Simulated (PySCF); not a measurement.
Electron correlation in Si (silicon, neutral)

[Ne] 3s1 3p3, high-spin 5S determinant (an excited configuration). Computed with PySCF 2.14 in aug-cc-pV(T+d)Z with one added diffuse shell each of s, p, d, f type (7s6p5d3f, 71 functions), with the non-relativistic Hamiltonian (point nucleus). Frozen: [Ne]; 4 electrons correlated.

```
  level  correlation energy (mhartree)
   CCSD                         -30.19
    (T)                          -0.56
CCSD(T)                         -30.75
```

Diagnostics: T1 = 0.0022, D1 = 0.0058, largest double amplitude 0.036.

Cost of the coupled-cluster step: roughly 4 core-seconds, for 4 correlated electrons.
